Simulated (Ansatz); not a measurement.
Abridged output of a molecular run in Ansatz:

```
Functional definition: HF
  name "HF"
  cite "Fock, Z. Phys. 61, 126 (1930) doi:10.1007/BF01340294"
  parent pbe
  exchange = exact_x
  correlation = 0
1156 factors; integrals over basis functions are off by at most 1.0e-3 eV
mean field evaluation 1: about -11192.4114 eV, gradient 5.2e1 eV
mean field evaluation 2: about -11192.5599 eV, gradient 5.2e1 eV
mean field evaluation 4: about -11197.8220 eV, gradient 3.3e0 eV
mean field evaluation 8: about -11197.8893 eV, gradient 3.0e-1 eV
mean field -11197.88983221 eV, -411.5148611313 hartree, gradient 7.1e-6 eV, S^2 0.000000; 0 other end points of the search recorded, 0 dependent functions left out
8 core orbitals not correlated: weight in the atoms' cores, before any rotation towards them, 1.000 or more for the frozen orbitals, at most 0.000 for the correlated occupied ones
reference -11197.88983221 eV, -411.5148611313 hartree; 11, 11 occupied and 172, 172 virtual orbitals, 1156 factors
second order -18.91997659 eV of doubles, -0.00000000 eV of singles
cycle   1  -18.88001391 eV  change    4.0e-2 eV  update   9.3e-2
cycle   2  -19.30950712 eV  change   -4.3e-1 eV  update   2.8e-2
cycle   3  -19.41784288 eV  change   -1.1e-1 eV  update   1.5e-2
cycle   4  -19.40622862 eV  change    1.2e-2 eV  update   4.1e-3
cycle   5  -19.40624133 eV  change   -1.3e-5 eV  update   2.1e-3
cycle   6  -19.40681728 eV  change   -5.8e-4 eV  update   6.5e-4
cycle   7  -19.40632722 eV  change    4.9e-4 eV  update   2.6e-4
cycle   8  -19.40631946 eV  change    7.8e-6 eV  update   8.6e-5
cycle   9  -19.40634989 eV  change   -3.0e-5 eV  update   3.1e-5
cycle  10  -19.40633921 eV  change    1.1e-5 eV  update   1.1e-5
perturbative correction -0.78729323 eV, -0.0289324925 hartree
Total energy: -11218.08346465 eV, -412.2569634358 hartree
```

Its atoms:

```xyz
8

O    -1.034    1.011   -1.983
Al   -0.285    0.296   -0.659
C     0.940   -0.704    0.394
N    -0.246    0.010    1.032
H    -1.823    1.548   -1.957
H     0.917   -1.794    0.463
H     1.923   -0.325    0.687
H    -0.391   -0.042    2.024
```

(1) Which basis set was used?
A. def2-TZVPP
B. cc-pV(D+d)Z
C. def2-QZVPP
D. def2-TZVPPD

(2) Write the keys of the input that set method, charge and spin (a neutral closed shell needs none for the last two).

Answers

(1) A. It gives 191 functions.

(2) 
```yaml
correlation: {method: ccsd_t}
```
